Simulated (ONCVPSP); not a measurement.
# Pseudopotential generation for rhenium (Re): ONCV, PBEsol, scalar-relativistic.

| Quantity | Value |
| --- | --- |
| Element | rhenium |
| Generator | ONCVPSP 4.0.1 |
| Type | optimised norm-conserving Vanderbilt (ONCV) |
| Functional | PBEsol |
| Relativity | scalar-relativistic |
| Frozen core | [Kr] 4d10 |
| Valence charge | 29 |
| Reference configuration | 4f14 5s2 5p6 5d5.5 6s1.5 |
| Partial waves | 5s+6s: rc 1.40 bohr, ncon 4, nbas 7, qcut 7.1 1/bohr, 2 projectors; 5p: rc 1.90 bohr, ncon 4, nbas 8, qcut 7.1 1/bohr, 2 projectors, debl 1 Ha; 5d: rc 1.90 bohr, ncon 5, nbas 9, qcut 4.3 1/bohr, 2 projectors, debl 3.9 Ha; 4f: rc 0.80 bohr, ncon 5, nbas 9, qcut 22.3 1/bohr, 2 projectors, debl 3.1 Ha |
| Local potential | polynomial inside 0.55 bohr (lpopt 4, dvloc0 2 Ha) |
| Core correction | Teter function, fcfact 1.5, rcfact 1.45 |

In the p channel the program set the typed energies aside and used -1.690, 0.250 Ha.

Poles of the logarithmic derivatives, all-electron (AE) and pseudo (PS). s: poles at -1.8 (AE) and -1.8 (PS) Ha. p: poles at -1.3 (AE) and -1.3 (PS) Ha. d: poles at 0.9 (AE) and 0.9 (PS) Ha. f: poles at 0.9 (AE) and 0.9 (PS) Ha. Test radii: s 1.42, p 1.93, d 1.93, f 0.81 bohr.

- Cutoffs needed: 223 Ha and 242 Ha (the cutoffs (Ha) at which the residual kinetic energy of the hardest occupied pseudo-wave falls to 1 and 0.1 mHa per electron)
- Ghost test: ghosts flagged at negative energy: s at -606.0 eV, p at -146.1 eV; GHOST(+) flags only above 600 eV; a true bound ghost makes a file unfit for plane-wave use
- Largest excitation error: -105 meV (all-electron minus pseudo) for 4f14 5s1 5p6 5d5 6s2, out of 4 test configurations
- rms error of d²Exc/dni dnj: 5.18 mHa without and 3.61 mHa with the model core
